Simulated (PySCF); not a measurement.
**Substituent effects on chemical shifts**

Parent skeleton `[CH2:1]=[CH:2][CH2:3][SiH2:4][CH2:5][O:6][SiH3:7]`; one hydrogen on atom 1 is replaced by X. Hydrogens on one atom are averaged.

PySCF 2.14.0 with density-fitted response routines calculation with coordinates at the GFN2-xTB level and GIAO PBE0/pcSseg-1 shieldings; non-relativistic Hamiltonian, in vacuum, rapidly exchanging positions averaged, a single conformation.

Shifts are taken against calculated references (same method and geometry level): ¹³C (186.93 ppm) and ²⁹Si (349.16 ppm) and ¹H (31.72 ppm) vs TMS; ¹⁷O (336.08 ppm) vs H2O.

Parent (X = H): C1 121.1, C2 143.0, C3 19.4, Si4 -46.0, C5 53.1, O6 -13.2, Si7 -33.3, H(C1) 5.38, H(C2) 6.13 ppm. Effects are Δδ = δ(X) − δ(H), positive for deshielding.

Task: Order these by the shift of C2, most shielded first.
A. X = CN
B. X = ethynyl
C. X = CH3
D. X = F
E. X = Cl

Result: D (-29.5 ppm), C (-10.1 ppm), E (-5.4 ppm), B (+10.1 ppm), A (+22.5 ppm).

Task: Order these by the shift of O6, most shielded first.
A. X = F
B. X = ethynyl
C. X = CN

Result: A (-5.1 ppm), B (+0.6 ppm), C (+10.6 ppm).

Experimental scales use liquid or dissolved standards, which lie at an offset from isolated H2O (liquid H2O: subtract about 36 ppm).
